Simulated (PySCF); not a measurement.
C2H4NO, SMILES C[N]C=O, multiplicity 2. Coordinates come from a PBE-D3(BJ)/def2-SVP optimisation. The isomer is the one that the SMILES or the coordinates give; other isomers of the formula were not compared. Other conformers were not sampled.

These are PBE-D3(BJ)/def2-SVP (PySCF 2.14.0) values and carry that method's errors.

Harmonic wavenumbers (cm⁻¹): 122, 239, 347, 563, 931, 975, 1005, 1053, 1270, 1326, 1342, 1362, 1410, 1541, 2913, 2928, 2981, 3026. Rotational constants (GHz): 21.53, 6.338, 5.113; symmetry number 1.

Work out the zero-point energy and the ideal-gas rigid-rotor harmonic-oscillator thermochemistry at 298.15 K and 1 atm.

ZPE = ½ Σ hcν = ½ × 25333 cm⁻¹ = 151.53 kJ/mol. H − E(el) = 166.56 kJ/mol. Entropy in J/(mol K): translation 159.40, rotation 98.94, vibration 29.73, spin 5.76, total 293.84. G − E(el) = 78.95 kJ/mol. Cp = 69.58 J/(mol K). Modes under 150 cm⁻¹ make the vibrational entropy uncertain.
